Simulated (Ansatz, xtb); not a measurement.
# Two isomers of C5H7ClOS

Structure I: `C=CCOC(=S)CCl`, a singlet. Structure II: `CS/C(Cl)=C(/C)C=O`, a singlet. Both are isolated molecules in the gas phase, relaxed with B3LYP-D3(BJ)/def2-SVP; the shapes shown needn't be the lowest conformers.

I (Å):

```json
{"atom": "C", "x (Å)": "-1.3982", "y (Å)": "2.5798", "z (Å)": "0.9218"}
{"atom": "C", "x (Å)": "-0.5540", "y (Å)": "1.7853", "z (Å)": "1.5822"}
{"atom": "C", "x (Å)": "0.7722", "y (Å)": "1.3529", "z (Å)": "1.0483"}
{"atom": "C", "x (Å)": "1.9666", "y (Å)": "-0.7058", "z (Å)": "0.8301"}
{"atom": "C", "x (Å)": "1.8276", "y (Å)": "-2.1944", "z (Å)": "1.0382"}
{"atom": "Cl", "x (Å)": "1.3859", "y (Å)": "-2.5904", "z (Å)": "2.7444"}
{"atom": "O", "x (Å)": "0.8429", "y (Å)": "-0.0809", "z (Å)": "1.1445"}
{"atom": "S", "x (Å)": "3.3327", "y (Å)": "-0.0106", "z (Å)": "0.2469"}
{"atom": "H", "x (Å)": "-1.1733", "y (Å)": "2.9413", "z (Å)": "-0.0871"}
{"atom": "H", "x (Å)": "-2.3415", "y (Å)": "2.9064", "z (Å)": "1.3668"}
{"atom": "H", "x (Å)": "-0.7984", "y (Å)": "1.4281", "z (Å)": "2.5891"}
{"atom": "H", "x (Å)": "0.9246", "y (Å)": "1.6551", "z (Å)": "-0.0002"}
{"atom": "H", "x (Å)": "1.6110", "y (Å)": "1.7714", "z (Å)": "1.6318"}
{"atom": "H", "x (Å)": "1.0213", "y (Å)": "-2.5830", "z (Å)": "0.3984"}
{"atom": "H", "x (Å)": "2.7722", "y (Å)": "-2.6937", "z (Å)": "0.8050"}
```

II (Å):

```xyz
15

C    -2.8662    1.0353    2.1347
C    -0.1497    0.8936    1.4998
C     0.8314    1.2551    0.6314
C     2.2260    1.6080    1.0651
C     0.5334    1.3562   -0.8207
Cl    0.1727    0.9643    3.2267
O     1.3789    1.5872   -1.6584
S    -1.6930    0.1906    1.0228
H    -3.8499    0.6016    1.9080
H    -2.8860    2.1162    1.9395
H    -2.6099    0.8386    3.1834
H     2.2416    2.5713    1.6013
H     2.8657    1.6912    0.1769
H     2.6360    0.8504    1.7494
H    -0.5380    1.2305   -1.0995
```

**Question.** Estimate which is lower in electronic energy at CCSD(T)/def2-SVP + ΔMP2/def2-TZVPP, and by roughly how much.

**Answer.** The CCSD(T)/def2-SVP + ΔMP2/def2-TZVPP calculation puts structure II lower, by 9.2 kcal/mol.

Level by level:

```tsv
level	geometry	E(II) − E(I) (kcal/mol)	departure from the last row (kcal/mol)	job, with rough time for the two
GFN2-xTB	GFN2-xTB	−4.2	+5.0	optimisation, 0.4 s
HF/STO-3G	GFN2-xTB	−14.9	−5.7	single point, 0.72 s
r2SCAN-D4/def2-SVP	GFN2-xTB	−11.2	−2.1	single point, 6 s
B3LYP-D3(BJ)/def2-SVP	B3LYP-D3(BJ)/def2-SVP	−10.8	−1.6	optimisation, 2 min
HF/def2-SVP	B3LYP-D3(BJ)/def2-SVP	−3.3	+5.8	part of the CCSD(T) run
MP2/def2-SVP	B3LYP-D3(BJ)/def2-SVP	−12.0	−2.8	part of the CCSD(T) run
CCSD(T)/def2-SVP	B3LYP-D3(BJ)/def2-SVP	−9.4	−0.2	single point
CCSD(T)/def2-SVP + ΔMP2/def2-TZVPP	B3LYP-D3(BJ)/def2-SVP	−9.2		single point, 2.4 min
```

As drawn, II has 2 C–S, 1 C=O in place of 2 C–O, 1 C=S.

None of the levels shown reverses the order. The largest departure from CCSD(T)/def2-SVP + ΔMP2/def2-TZVPP is that of HF/def2-SVP, 5.8 kcal/mol. The last row adds to CCSD(T) the change of the MP2 difference between the two basis sets, here +0.2 kcal/mol.

With thermal terms from frequencies at re-optimised GFN2-xTB minima (ideal gas, soft modes damped towards free rotors, one conformer each, 298.15 K, 1 atm): the zero-point term adds −1.0 kcal/mol; ΔH is −9.7 and ΔG −9.9 kcal/mol.

The correlated steps freeze 16 core orbitals. Programs: Ansatz 0.2.0, xtb 6.7.1; the last row on 4 threads of Arm Neoverse V1 on a shared host.
